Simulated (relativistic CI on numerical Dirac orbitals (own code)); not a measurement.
**Radial parameters of Mg II**

These numbers are calculated, not measured: Dirac-Coulomb-Breit CI, KLI orbitals optimised for each configuration, QED by a radiative potential, valence Slater integrals scaled by 0.85, P86 correlation energy added to each configuration (own radial code, finite nucleus).

Slater integrals F^k, G^k are unscaled and averaged over j, outside the closed core [Ne]; ζ comes from projecting the Hamiltonian with its Breit term on Σ l·s of the shell.

- 3p: ζ(3p) = 55.595 cm⁻¹; <r>(3p) = 3.514, <r^2>(3p) = 14.26 (bohr units).
- 3d: ζ(3d) = -0.63816 cm⁻¹; <r>(3d) = 5.134, <r^2>(3d) = 30.33 (bohr units).
- 4p: ζ(4p) = 18.073 cm⁻¹; <r>(4p) = 7.752, <r^2>(4p) = 68.59 (bohr units).

In this model ζ of a weakly bound d, f or g electron outside closed shells comes out too small, for d by up to a factor of two or three and at times with the wrong sign; that of an outer p electron is too small as well.

Correlation outside the listed configurations is missing or only estimated: errors of thousands of cm⁻¹ between configurations and terms are usual at this charge. Rates and lifetimes follow the computed energies and can be off by large factors. The fine structure of a lone outer electron comes out too small, for d and f at times inverted, and misplaced configurations move strength between like terms. 15 of the 15 excited levels that our extract of the measured tables holds in this range could be paired (the sources list more); they are missed by 771 cm⁻¹ on average and 1573 at most, and levels without a partner can miss by more.

Averages of the first 10 configurations, taken without configuration mixing, which lowers the lowest level and can move excited configurations by several eV; other configurations of the list can lie among them:

| Configuration | Parity | States | Average energy above the lowest level (eV) |
| --- | --- | --- | --- |
| 3s | even | 2 | 0.0 |
| 3p | odd | 6 | 4.3 |
| 4s | even | 2 | 8.6 |
| 3d | even | 10 | 8.7 |
| 4p | odd | 6 | 9.9 |
| 5s | even | 2 | 11.4 |
| 4d | even | 10 | 11.5 |
| 4f | odd | 14 | 11.8 |
| 5p | odd | 6 | 12.0 |
| 6s | even | 2 | 12.8 |
